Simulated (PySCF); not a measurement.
**Electron correlation in Al (aluminium, neutral)**

[Ne] 3s2 3p1, 2P determinant. Calculation: PySCF 2.14, in x2c-TZVPall (5s5p2d1f, 37 functions); the spin-free X2C one-electron Hamiltonian (Gaussian nucleus). Frozen: [Ne]; 3 electrons correlated.

MP2 pair energies summed by pair of shells (mhartree):

```tsv
pair	energy	share (%)
3s-3s	-20.01	57.3
3s-3p	-14.90	42.7
```

Total MP2 correlation energy: -34.92 mhartree.

Same-spin part -2.46 and opposite-spin part -32.46 mhartree; SCS-MP2 scales them by 1/3 and 6/5 to -39.77 mhartree.

```tsv
level	correlation energy (mhartree)
CCSD	-50.29
(T)	-1.10
CCSD(T)	-51.39
```

Diagnostics: T1 = 0.018, D1 = 0.0401, largest double amplitude 0.101.

Cost of the coupled-cluster step: 0.3 s of wall time on 1 thread of Neoverse-V2 (shared host), for 3 correlated electrons.

Iterations:

```
CC2 = 0
CCSD nocc = (np.int64(2), np.int64(1)), nmo = (32, 32)
frozen orbitals [[0, 1, 2, 3, 4], [0, 1, 2, 3, 4]]
max_cycle = 100
direct = 0
conv_tol = 1e-08
conv_tol_normt = 1e-06
diis_space = 8
diis_start_cycle = 0
Init t2, MP2 energy = -0.0349174234983636
Init E_corr(UCCSD) = -0.0349174235068215
cycle = 1  E_corr(UCCSD) = -0.0441990254531536  dE = -0.00928160195  norm(t1,t2) = 0.0606054
cycle = 2  E_corr(UCCSD) = -0.047521123493288  dE = -0.00332209804  norm(t1,t2) = 0.0279282
cycle = 3  E_corr(UCCSD) = -0.0502642234326762  dE = -0.00274309994  norm(t1,t2) = 0.0142437
cycle = 4  E_corr(UCCSD) = -0.0502580894730304  dE = 6.13395965e-06  norm(t1,t2) = 0.00226815
cycle = 5  E_corr(UCCSD) = -0.05029447964319  dE = -3.63901702e-05  norm(t1,t2) = 0.000355063
cycle = 6  E_corr(UCCSD) = -0.0502810668846197  dE = 1.34127586e-05  norm(t1,t2) = 8.10009e-05
cycle = 7  E_corr(UCCSD) = -0.0502876917601098  dE = -6.62487549e-06  norm(t1,t2) = 2.87991e-05
cycle = 8  E_corr(UCCSD) = -0.0502859636812736  dE = 1.72807884e-06  norm(t1,t2) = 9.4857e-06
cycle = 9  E_corr(UCCSD) = -0.0502858829434064  dE = 8.07378672e-08  norm(t1,t2) = 1.08213e-06
cycle = 10  E_corr(UCCSD) = -0.0502859442029615  dE = -6.12595551e-08  norm(t1,t2) = 3.87784e-07
cycle = 11  E_corr(UCCSD) = -0.0502859466067832  dE = -2.40382168e-09  norm(t1,t2) = 7.24171e-08
UCCSD converged
E(UCCSD) = -242.3603508273315  E_corr = -0.0502859466067832
UCCSD(T) correction = -0.00109848217641571
```
